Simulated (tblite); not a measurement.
Start geometry of `C[SiH2]c1cnoc1` from a force field or distance geometry (Å):
```
atom  x, y, z in Å
C1    -2.0972    0.6322    0.1574
Si2   -0.9354   -0.7727   -0.2731
C3     0.8197   -0.2209   -0.0595
C4     1.3296    0.4961    1.0058
N5     2.6455    0.6894    0.7563
O6     2.9434    0.1613   -0.4016
C7     1.8738   -0.3987   -0.9382
H8    -1.8850    0.9687    1.2095
H9    -1.8856    1.4441   -0.5856
H10   -3.1214    0.2450    0.0553
H11   -1.2127   -1.2533   -1.6406
H12   -1.1200   -1.8846    0.6979
H13    0.7581    0.8019    1.8928
H14    1.8864   -0.9092   -1.8986
```

What comes out of this run: tblite 0.8.0, GFN2-xTB geometry optimisation, gas phase?

```
atom  x, y, z in Å
C1    -2.1197    0.6205    0.1469
Si2   -0.9727   -0.8340   -0.2619
C3     0.7974   -0.2454   -0.0769
C4     1.3863    0.4838    0.9924
N5     2.6472    0.7195    0.7790
O6     2.9556    0.1701   -0.4179
C7     1.8594   -0.4012   -0.9224
H8    -1.9563    0.9831    1.1583
H9    -1.9577    1.4550   -0.5303
H10   -3.1626    0.3291    0.0674
H11   -1.1560   -1.2832   -1.6465
H12   -1.1949   -1.9449    0.6727
H13    0.9194    0.8301    1.8918
H14    1.9539   -0.8832   -1.8748
```

The energy falls by 0.380 eV over 41 L-BFGS steps, the largest force on an atom goes from 2.70 to 0.009 eV/Å, and the atoms move by 0.078 Å rms after alignment. The bond that changes most is C4–N5 (aromatic CH next to a ring nitrogen to pyridine-type nitrogen), which shortens by 0.053 Å. Bonds longer at the end by more than 0.005 Å: 5 of 14; shorter: 9. Among the angles that change most is N5–C4–H13, from 127.9° to 120.1°. Rotational constants go from 5758, 1330, 1160 to 5635, 1297, 1135 MHz. The orientation of the end geometry is arbitrary; only internal coordinates are fixed.

The run took 0.24 s wall on an Arm Neoverse V1 with one thread, shared host with 64 logical CPUs at a one-minute load of 37.

Its lowest GFN2-xTB frequency is 9 cm⁻¹, too small to tell a flat minimum from a shallow saddle. The numbers are those of one conformer.

All values are computed, not measured.
